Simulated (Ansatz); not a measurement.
`[OH][GeH]([SiH3])[SiH3]` + H–F → `[OH][GeH]([F])[SiH3]` + SiH₄ at 298.15 K and 1 bar (cleavage of the Ge–Si bond).

Program: Ansatz. Geometries: PBE0-D4/def2-TZVP. ΔE: electronic, gas phase. CBS: MP2 limit from def2 TZ/QZ plus the TZ coupled-cluster correction, frozen cores. This one scheme is used for every species. For Ge outer-core shells are correlated without core-valence functions, which leaves a few kJ/mol of doubt a bond. Scalar relativity is left out up to krypton. Each species was taken in one conformer, which may not be the lowest.

```csv
species,CCSD(T)/CBS energy (Eh),H − E (kJ/mol),S (J/(mol·K))
`[OH][GeH]([SiH3])[SiH3]`,-2734.26948,213.7,401.1
H–F,-100.39570,33.5,173.6
`[OH][GeH]([F])[SiH3]`,-2543.22347,150.2,356.9
SiH₄,-291.46306,92.1,204.8
```

H − E and S are ideal-gas, rigid-rotor, harmonic terms from PBE0-D4/def2-TZVP, for one conformer and one mirror image of each species. 1 Eh = 2625.50 kJ/mol, R = 8.31446 J/(mol·K).

By hand: ΔE, ΔH, ΔS and ΔG.

ΔE = (-2543.22347) + (-291.46306) − (-2734.26948) − (-100.39570) = -0.02135 Eh = -56.1 kJ/mol. Δ(H − E) = 150.2 + 92.1 − 213.7 − 33.5 = -4.9, so ΔH = -61.0 kJ/mol. ΔS = 356.9 + 204.8 − 401.1 − 173.6 = -13.0 J/(mol·K). ΔG = -61.0 − 298.15 × (-13.0)/1000 = -57.1 kJ/mol.

By hand: the equilibrium constant, and the temperature at which ΔG would vanish if ΔH and ΔS stayed fixed.

log₁₀ K = −ΔG/(RT ln 10) = 10.0. ΔG = 0 at ΔH/ΔS = 4692 K, far beyond where these terms or the molecules hold.

The number of gas molecules stays the same, so ΔS is small and ΔH decides. A doubt of 5 kJ/mol in ΔE shifts log₁₀ K by 0.9 here. Other conformers and mirror images would add mixing entropy, several J/(mol·K) or more a flexible species. These are equilibria of isolated gas molecules and say nothing of rates. Largest T1 diagnostic: 0.013 (customary marks: 0.02 for closed shells, 0.045 for open ones).
